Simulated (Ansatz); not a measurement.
Q: Predict a relaxed structure of GeH2MeBr (CH₅BrGe), charge 0, singlet, at PBE0-D4/def2-SVP (Ansatz).

A: 
| atom | x (Å) | y (Å) | z (Å) |
| --- | --- | --- | --- |
| Ge1 | -0.182 | 0.148 | 0.851 |
| H2 | -1.273 | -0.745 | 1.464 |
| H3 | -0.401 | 1.618 | 1.242 |
| C4 | -0.015 | -0.095 | -1.068 |
| H5 | -0.963 | 0.167 | -1.563 |
| H6 | 0.228 | -1.143 | -1.293 |
| H7 | 0.784 | 0.549 | -1.460 |
| Br8 | 1.823 | -0.498 | 1.828 |
Point group Cs (tolerance 0.1 Å). This is one stationary point.
